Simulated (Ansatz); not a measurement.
Question: Name a neutral molecule of Cl, Ga, Ge and H with HOMO–LUMO gap (B3LYP/def2-TZVPP) between 5.20 and 5.50 eV and HOMO energy (ωB97M-V/def2-TZVPP) between -10.00 and -9.70 eV (Ansatz, PBE0-D4/def2-TZVP geometry).

Answer: `[Cl][GaH][GeH3]` (5.29 eV, -9.84 eV). Other molecules can fit too; these were computed, each in one conformer that needn't be the lowest.

B3LYP here is the variant with VWN-RPA as its local correlation; programs differ in this.
